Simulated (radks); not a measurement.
The numbers below are computed, except where a source is named.
Species: Br+. Configuration: [Ar] 3d10 4s2 4p4. Level of theory: scalar-relativistic Kohn-Sham, PBE, spin-unpolarised, spherical densities, finite nucleus; Fermi nuclear charge, rms radius 4.1629 fm (a radial shooting solver on a logarithmic mesh with Libxc functionals).

Radial electron density D(r) = 4 pi r^2 rho(r):

```
   r/bohr * D(r) (the largest magnitude, 51.6, reaches the edge; | marks zero)
  0.00246 | *
 0.002819 |  *
 0.003204 |   *
  0.00367 |    *
 0.004205 |     *
 0.004779 |      *
 0.005475 |        *
 0.006273 |          *
 0.007187 |             *
 0.008168 |               *
 0.009358 |                   *
  0.01072 |                      *
  0.01219 |                          *
  0.01396 |                              *
  0.01599 |                                  *
  0.01832 |                                      *
  0.02083 |                                         *
  0.02386 |                                            *
  0.02734 |                                             *
  0.03107 |                                             *
   0.0356 |                                            *
  0.04078 |                                          *
  0.04672 |                                        *
   0.0531 |                                      *
  0.06084 |                                     *
   0.0697 |                                      *
  0.07922 |                                        *
  0.09076 |                                            *
    0.104 |                                                 *
   0.1191 |                                                     *
   0.1354 |                                                      *
   0.1551 |                                                    *
   0.1777 |                                               *
    0.202 |                                        *
   0.2314 |                                 *
   0.2651 |                             *
   0.3038 |                             *
   0.3452 |                                *
   0.3955 |                                   *
   0.4532 |                                    *
    0.515 |                                   *
   0.5901 |                             *
    0.676 |                      *
   0.7745 |               *
   0.8803 |          *
    1.009 |       *
    1.155 |     *
    1.313 |    *
    1.505 |    *
    1.724 |   *
    1.975 |  *
    2.245 | *
    2.572 | *
    2.946 |*
    3.348 *
    3.836 *
    4.395 *
    5.035 *
    5.723 *
    6.557 *
```

D(r) has 3 maxima, at r = 0.0299, 0.134, 0.450 bohr, and minima at 0.0623, 0.285 bohr, inside which lie 2.07, 11.01 electrons.
